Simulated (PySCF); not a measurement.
**[Eu(H2O)3]2+ at several levels of theory**

Computed with PySCF 2.14.0 (density fitting, no spin-orbit coupling) at the geometry relaxed with PBE0:

```xyz
10
[Eu(H2O)3]2+ (singlet in the valence; each metal's 4f electrons, 7 of them, lie in its core potential, out of spins and levels)
Eu    0.0000    0.0000    0.0000
O     2.4889    0.0000    0.0000
H     3.0907    0.6100    0.4608
H     3.0907   -0.6099   -0.4608
O    -1.2445    2.1555    0.0000
H    -2.0736    2.3717    0.4608
H    -1.0172    2.9816   -0.4608
O    -1.2444   -2.1555    0.0000
H    -1.0171   -2.9816    0.4608
H    -2.0736   -2.3717   -0.4608
```

```
level                                                 basis    state  HOMO (eV)  gap (eV)  charge on Eu1 (e)  population of f-type functions on Eu1 (polarisation alone where 4f lies in the core)  dipole about the centre of mass (D)  largest force component (eV/Å)
 PBE0     Eu lcecp-0-SVP with ECP53, O def2-SVP, H def2-SVP  singlet          –         –               1.43                                                                                  0.02                                 0.00                            0.01
wB97X                                              the same  singlet          –         –               1.44                                                                                  0.02                                 0.00                            0.05
 PBE0  Eu lcecp-0-TZVP with ECP53, O def2-TZVP, H def2-TZVP  singlet          –         –               1.68                                                                                  0.03                                 0.00                            0.39
```

In the lcecp rows the 4f levels are missing from HOMO and gap, and the state counts the valence alone.

Charges are Mulliken's, which hang on the basis. The relaxation used the grid (50, 194), these runs (75, 302) or, all-electron (x2c bases, spin-free X2C Hamiltonian), (99, 590).

Q: What does HF with Eu lcecp-0-SVP with ECP53, O def2-SVP, H def2-SVP give here?

A: state singlet, charge on Eu1 (e) 1.61, population of f-type functions on Eu1 (polarisation alone where 4f lies in the core) 0.01, dipole about the centre of mass (D) 0.00, largest force component (eV/Å) 1.46. Time: 3.7 s on 2 threads of Arm Neoverse N1, on a shared host, from an already converged density.

A frequency check found unstable modes (1, the lowest at -22 cm⁻¹), so the relaxed geometry is a saddle point, or these are noise. An lcecp potential fixes the number of 4f electrons, so in runs with it no electron can move into or out of that shell.
